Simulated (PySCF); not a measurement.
Computed structure and properties of [Sm(H2O)3]2+

System: [Sm(H2O)3]2+ (singlet in the valence; each metal's 4f electrons, 6 of them, lie in its core potential, out of spins and levels); start: displaced along the imaginary mode (D3). Method: PySCF 2.14.0, RKS PBE0, Sm lcecp-0-SVP with ECP52, O def2-SVP, H def2-SVP; non-relativistic Hamiltonian with scalar-relativistic core potentials where named; density fitting; no spin-orbit coupling.

Input of the relaxation:

```python
mol = gto.M(atom='''
Sm    -0.00000     0.00000    -0.00000
O      2.51331    -0.00003     0.00000
H      3.11568     0.24996     0.76349
H      3.11567    -0.25004    -0.76349
O     -1.25663     2.17661    -0.00000
H     -1.77431     2.57328     0.76349
H     -1.34130     2.82327    -0.76349
O     -1.25668    -2.17657    -0.00000
H     -1.34137    -2.82324     0.76349
H     -1.77438    -2.57323    -0.76349''',
    basis={'Sm': 'lcecp-0-SVP', 'O': 'def2-SVP', 'H': 'def2-SVP'},
    ecp={'Sm': 'lcecp-0-SVP'},
    charge=2, spin=0)
mf = dft.RKS(mol, xc='PBE0')
mf.grids.atom_grid = (50, 194)  # f atoms: unpruned, at least (60, 302)
mf = mf.density_fit()  # fitting sets: Sm AutoAux, O def2-universal-JKFIT, H def2-universal-JKFIT
mf.conv_tol = 1e-08; mf.max_cycle = 55
mf.kernel(dm0)  # dm0: converged density of the start geometry
# quasi-Newton relaxation in Cartesian coordinates to a largest gradient under 0.00045 Eh/bohr, steps kept in the point group
```

Run from Python with OMP_NUM_THREADS=2; the lines above give its settings. Where DIIS fails, smearing, a level shift and second-order steps follow.
It took 2.1 min on 2 threads of Arm Neoverse N1 (shared host), from the converged density of the start.

Course of the relaxation:

```
step  energy above end (eV)  largest force component within the symmetry (eV/Å)
   0                 0.1920                                               1.302
   1                 0.0275                                               0.276
   2                 0.0228                                               0.032
   3                 0.0219                                               0.042
   4                 0.0194                                               0.124
   5                 0.0176                                               0.176
   6                 0.0134                                               0.054
   7                 0.0115                                               0.193
  13                 0.0015                                               0.033
  14                 0.0011                                               0.050
  15                 0.0006                                               0.028
  16                 0.0003                                               0.023
  17                 0.0000                                               0.013
  18                 0.0000                                               0.017
```
(The steps between are left out.)

Relaxed geometry (D3):

```xyz
10

Sm    0.0000    0.0000    0.0000
O     2.5082    0.0000    0.0000
H     3.1099    0.6157    0.4533
H     3.1099   -0.6157   -0.4533
O    -1.2541    2.1721    0.0000
H    -2.0881    2.3854    0.4533
H    -1.0217    3.0011   -0.4533
O    -1.2541   -2.1721    0.0000
H    -1.0218   -3.0011    0.4533
H    -2.0882   -2.3854   -0.4533
```

```tsv
contact	Å
Sm1–O2 (H2O)	2.508
Sm1–O5 (H2O)	2.508
Sm1–O8 (H2O)	2.508
```

On the finer grid (75, 302):

- HOMO: not given (4f levels lie in the core)
- LUMO: not given (4f levels lie in the core)
- Dipole about the centre of mass: 0.00 D
- Set of Mulliken populations of Sm1 outside the core potential: s 2.09, p 6.11, d 0.36, f 0.02
- D3(BJ) dispersion energy (not in the energies): -0.118 eV

```json
{"atom": "Sm1", "Mulliken (e)": "1.43", "Löwdin (e)": "1.24", "spin (e)": "0.00"}
{"atom": "O2", "Mulliken (e)": "-0.34", "Löwdin (e)": "-0.05", "spin (e)": "0.00"}
{"atom": "H3", "Mulliken (e)": "0.26", "Löwdin (e)": "0.15", "spin (e)": "0.00"}
{"atom": "H4", "Mulliken (e)": "0.26", "Löwdin (e)": "0.15", "spin (e)": "0.00"}
{"atom": "O5", "Mulliken (e)": "-0.34", "Löwdin (e)": "-0.05", "spin (e)": "0.00"}
{"atom": "H6", "Mulliken (e)": "0.26", "Löwdin (e)": "0.15", "spin (e)": "0.00"}
{"atom": "H7", "Mulliken (e)": "0.26", "Löwdin (e)": "0.15", "spin (e)": "0.00"}
{"atom": "O8", "Mulliken (e)": "-0.34", "Löwdin (e)": "-0.05", "spin (e)": "0.00"}
{"atom": "H9", "Mulliken (e)": "0.26", "Löwdin (e)": "0.15", "spin (e)": "0.00"}
{"atom": "H10", "Mulliken (e)": "0.26", "Löwdin (e)": "0.15", "spin (e)": "0.00"}
```

The 4f levels lie in the core potential and are missing. Their spin isn't counted.

On the grid (50, 194), as all that follows. Harmonic modes: a minimum within the noise of the softest modes; lowest -19 cm⁻¹ (negative: unstable), highest 3827 cm⁻¹, zero-point energy 1.993 eV.

Taking off one H2O (charge 0, singlet; the rest: singlet) in vacuum, both parts rigid, costs 1.94 eV; the small basis without counterpoise inflates it. Parting with an electron moved from the ligand to the metal can be far cheaper, even downhill.

Rigid scan of H2O along the line from its metal:

```csv
distance to O2 (Å),energy (eV)
2.21,0.353
2.31,0.133
2.41,0.028
2.51,0.000
2.61,0.022
2.71,0.077
2.91,0.234
```

One start shape was tried, so this needn't be the lowest isomer.

An lcecp potential fixes the number of 4f electrons, so in runs with it no electron can move into or out of that shell.
